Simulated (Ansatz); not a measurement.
Reaction (atomization): `CN[SiH2][GaH2]` → C• + Ga• + 8 H• + N• + Si•

Program: Ansatz. Geometries: PBE0-D4/def2-TZVP. ΔE: electronic, gas phase. CCSD(T)/CBS adds triple-zeta CCSD(T) − MP2 to the extrapolated MP2 energy (def2 sets, frozen cores). This one scheme is used for every species, atoms too. No spin–orbit coupling; open shells (•) take unrestricted orbitals. Spin–orbit coupling would lower the free atoms: a little for C, Si; clearly for Ga. Bonds to Ga are less sure, by a few kJ/mol each and by 10 to 20 or more in all where they break to atoms, as the def2 sets lack core-valence functions. Scalar relativity is left out up to krypton. One conformer a species, not always the lowest.

```
         species  CCSD(T)/CBS(def2) energy (Eh)
`CN[SiH2][GaH2]`                    -2310.57822
              C•                      -37.79194
             Ga•                    -1923.88713
              H•                       -0.50000
              N•                      -54.53257
             Si•                     -288.94402
```

(1) Work out ΔE.

Largest T1 diagnostic among the species: 0.013.

Answers

(1) ΔE = 8 × (-0.50000) + (-37.79194) + (-1923.88713) + (-54.53257) + (-288.94402) − (-2310.57822) = 1.42256 Eh = +38.71 eV.

From BLYP to BHLYP (50 % exact exchange), in def2-TZVPP and without D4, ΔE moves by −0.20 eV: exact exchange takes away binding that semilocal exchange gives to molecules. Leaving LDA and LC-ωPBE aside and taking each functional with its dispersion term where it has one, the values, not all of them listed here, spread over 1.00 eV, from BHLYP-D4 to ωB97X-V. LDA lies +5.00 eV from PBE without D4, its usual overbinding. In def2-TZVPP, CCSD(T) changes the Hartree–Fock value by +9.66 eV (the triples alone add +0.43 eV) and MP2 by +9.62 eV; breaking electron pairs costs correlation energy, which Hartree–Fock lacks.

For atomizations the MP2-based limit and the directly extrapolated one differ by several kJ/mol either way, and by 10 to 25 for some Ge, Se and Sn compounds, so smaller differences from it don't rank the levels.
